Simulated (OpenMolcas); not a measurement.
**neutral osmium: from CASSCF to CASPT2**

* Program: OpenMolcas
* Basis: ANO-R3 [10s7p6d4f3g2h]
* Scalar Hamiltonian: X2C, finite nucleus
* Active space: 8 electrons in 6 orbitals (5d 6s)
* State averaging: 2S+1 = 5 even, 15 roots; 2S+1 = 3 even, 80 roots kept (CI in the orbitals of an earlier block); 2S+1 = 1 even, 58 roots kept (CI in the orbitals of an earlier block)
* Spin-orbit coupling: RASSI with atomic mean-field integrals over the reference wave functions, term energies averaged over their components

Methods on the same reference wave functions:
A. CASSCF
B. SS-CASPT2, IPEA 0.25 Eh, imaginary shift 0.1 Eh (closed shells correlated: 5s 5p)
C. MS-CASPT2, IPEA 0.25 Eh, imaginary shift 0.1 Eh (closed shells correlated: 5s 5p)

Energies in cm-1 above 5d6 6s2 5D4, the measured ground level; measured values from NIST Handbook of Basic Atomic Spectroscopic Data.

| Level | A | B | C | Measured |
| --- | --- | --- | --- | --- |
| 5d6 6s2 5D4 | 0.0 | 0.0 | 0.0 | 0.0 |
| 5d7 6s 5F5 | 1219 | 6450 | 6460 | 5144 |
| 5d6 6s2 5D2 [50 %] | 3110 | 3490 | 3490 |  |
| 5d6 6s2 5D3 | 3898 | 3810 | 3810 | 4159 |
| 5d7 6s 5F4 [63 %] | 5288 | 10060 | 10090 | 8743 |
| 5d6 6s2 5D1 | 5798 | 5860 | 5860 | 5766 |
| 5d6 6s2 5D0 | 6437 | 6380 | 6380 | 6093 |
| 5d7 6s 5F3 | 8272 | 13380 | 13390 | 11378 |
| 5d7 6s 5F1 [53 %] | 10614 | 14580 | 14570 |  |
| 5d6 6s2 3F3 [68 %] | 14753 | 16030 | 16040 |  |
| 5d6 6s2 3H6 | 15675 | 15680 | 15680 |  |
| 5d7 6s 5P3 | 15972 | 18220 | 18230 |  |
| 5d6 6s2 3H5 [54 %] | 18006 | 16250 | 16250 |  |
| 5d7 6s 3G4 [56 %] | 19418 | 20770 | 20770 |  |
| 5d7 6s 3P0(1) | 22389 | 22280 | 22280 |  |
| 5d7 6s 3H6 [60 %] | 25021 | 27970 | 27980 |  |
| 5d6 6s2 3G5 [71 %] | 26325 | 25850 | 25870 |  |
| 5d6 6s2 1I6 [52 %] | 28331 | 25400 | 25410 |  |

Deviations, from unrounded energies. A percentage is the sum of absolute deviations over the sum of measured energies, with the sign that they share, or ± where signs differ.

| Against measurement | Levels | A | B | C |
| --- | --- | --- | --- | --- |
| mean absolute deviation (cm-1) | 6 | 1900 | 890 | 900 |
| fine structure of the ground term (%) | 3 | ±4.0 | ±4.6 | ±4.6 |
| other configurations (%) | 3 | -41.5 | +18.3 | +18.5 |

B, C lie about equally close to measurement and A furthest from it. The largest miss of B in the table is 5d7 6s 5F3, by +2000 cm-1. The ranking rests on the paired levels alone, and a cruder setting can come out closer through cancelling errors.

Between B and C the level of the table that moves most is 5d7 6s 5F4 [63 %], by 30 cm-1 (lowest in B, highest in C). Moves below CASPT2's spread within the term are not significant.

The two smallest mean deviations differ by little beside CASPT2's spread within terms, so their order carries little weight.

From A to B the spin-free energies of the other terms of 5d6 6s2 shown, above 5D, scale by factors of 0.94 to 1.14.

The lowest spin-free term lies below A's lowest term by 0.550 hartree in B, 0.550 hartree in C.

Term energies are means over components that CASPT2 splits; among the terms shown or strongly mixed into the levels shown the widest spread is 1500 cm-1 (5d6 6s2 1I, C). Terms from blocks run as CI alone lack orbitals of their own. Configurations are named by rounded mean occupations; where the s occupation lies near a half they are strongly mixed, a name can repeat and a true partner stay unpaired. A single d shell beside an s shell can misplace configurations of different d count against each other. The CASPT2 spread within a term exceeds the gap to the next term for 5d7 6s 3F(1) and 5d6 6s2 1I, so the order of their levels is uncertain (figures for B; the like holds for C). Without dynamic correlation excited terms often stand tens of per cent too high (terms of higher spin than the ground term too low), and those without a measured partner can miss by more than the paired ones (holds for A). Blocks of more than 70 roots (2S+1 = 3 even) ran without multistate coupling (holds for C). Measured partners are found by configuration, term and J. A level has none where our copy of the source lacks it or the pairing is in doubt (some pairs that miss far off the trend of their configuration count as doubtful), and it then counts in no deviation. Levels of configurations outside the active space are missing. Levels that lie high or do not pair safely by name in every column are left out.

A share in square brackets marks a mixed level and gives the weight of the term that names it, the lowest over the columns. A number in round brackets counts repeated terms of one configuration in the order of the reference energies.
